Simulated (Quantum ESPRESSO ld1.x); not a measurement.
V+, 22 electrons, occupied as [Ar] 3d2.5 4p1.5 (fractional occupations, a model configuration).

Method: Dirac Kohn-Sham, relativistic LDA (MacDonald-Vosko exchange, VWN5 correlation), spin-unpolarised, spherical densities, point nucleus; open shells are shared between the two j in proportion to 2j + 1; computed with ld1.x of Quantum ESPRESSO 7.5.

Energy parts (hartree):
part                     energy
total                  -945.832
kinetic                 954.176
electron-nucleus      -2244.688
Hartree                 386.778
exchange-correlation    -42.097

Orbitals (lengths in bohr, moments of r in powers of bohr; r(max) is where P^2 peaks; r(90%) holds 90 % of the orbital's charge):
orbital  occ.  eigenvalue (hartree)  r(90%)   r(max)     <r^2>       <r^4>  small-component weight
1s1/2       2              -196.614   0.119  0.04364  0.005975  0.00009181                6.76e-03
2s1/2       2              -22.5156   0.481   0.2565    0.1131     0.02249                1.19e-03
2p1/2       2              -19.0979   0.449   0.2066   0.09182     0.01735                1.18e-03
2p3/2       4              -18.8386   0.453   0.2089   0.09356     0.01796                1.16e-03
3s1/2       2              -3.01457    1.42   0.8193     1.034       1.731                2.55e-04
3p1/2       2              -2.08369    1.55   0.8377     1.186       2.452                2.22e-04
3p3/2       4              -2.05241    1.56   0.8443     1.205       2.533                2.20e-04
3d3/2       1              -0.62327    2.20   0.8684     2.134       11.07                1.34e-04
3d5/2     1.5              -0.62050    2.21   0.8706     2.147       11.20                1.34e-04
4p1/2     0.5              -0.31170    5.21    3.001     13.99       309.4                2.55e-05
4p3/2       1              -0.30917    5.24    3.023     14.16       316.7                2.52e-05

The highest occupied level is 4p3/2 at -8.413 eV. The density falls to 0.001 e/bohr^3 at r = 4.60 bohr. Summed over all electrons, <r^2> = 36.57 bohr^2, which gives a Langevin (diamagnetic) susceptibility term of -29 x 10^-6 cm^3/mol.
